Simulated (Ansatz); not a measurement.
Geometry optimisation, Ansatz, RHF/def2-SVP.

input.yaml

```yaml
crystal:
  periodic: [false, false, false]
  atoms:
    - { symbol: Ge, position_ang: [0.243701, -0.024754, -0.11373] }
    - { symbol: F, position_ang: [0.177551, 0.094376, 1.584884] }
    - { symbol: H, position_ang: [1.711326, -0.058209, -0.505581] }
    - { symbol: F, position_ang: [-0.40033, 1.455607, -0.672039] }
    - { symbol: H, position_ang: [-0.631637, -1.170128, -0.560003] }
    - { symbol: Cl, position_ang: [-2.876114, -0.223921, 1.29689] }
    - { symbol: H, position_ang: [-1.875197, 0.044529, 2.117379] }
basis:
  gaussian: { orbitals: def2-SVP }
hamiltonian:
  xc: hf
relax:
  f_tol: 0.03
  max_steps: 50
output:
  orbitals: {}
```

Command:

```bash
$ ansatz run input.yaml --threads 1 --pin off --max-ram 2048MiB --backend cpu --events-out ev --progress --plain --runs-dir out
```

Problem. Where does it end, and by what steps?

Solution. The run converged. The force dipped under the threshold on the way, but the program's further checks kept it going. After 10 steps the energy has fallen by 0.112 eV; Cl6 moved furthest, 0.68 Å.

| step | energy less start (eV) | largest force component (eV/Å) | accepted |
| --- | --- | --- | --- |
| 0 | 0.0000 | 1.167 | yes |
| 1 | -0.0734 | 0.811 | yes |
| 2 | -0.0969 | 0.433 | yes |
| 3 | -0.1047 | 0.243 | yes |
| 4 | -0.1104 | 0.101 | yes |
| 5 | -0.1111 | 0.026 | yes |
| 6 | -0.1090 | 0.343 | no |
| 7 | -0.1114 | 0.077 | yes |
| 8 | -0.1115 | 0.044 | yes |
| 9 | -0.1117 | 0.009 | yes |
| 10 | -0.1118 | 0.024 | yes |

```xyz
7
Properties=species:S:1:pos:R:3
Ge 0.360 0.002 -0.240
F -0.007 0.167 1.436
H 1.865 -0.113 -0.365
F -0.128 1.494 -0.919
H -0.507 -1.102 -0.804
Cl -3.214 -0.336 1.881
H -2.018 0.005 2.160
```

Run time: 24 s on 1 thread of Arm Neoverse V1 (shared host), peak memory 0.19 GiB.
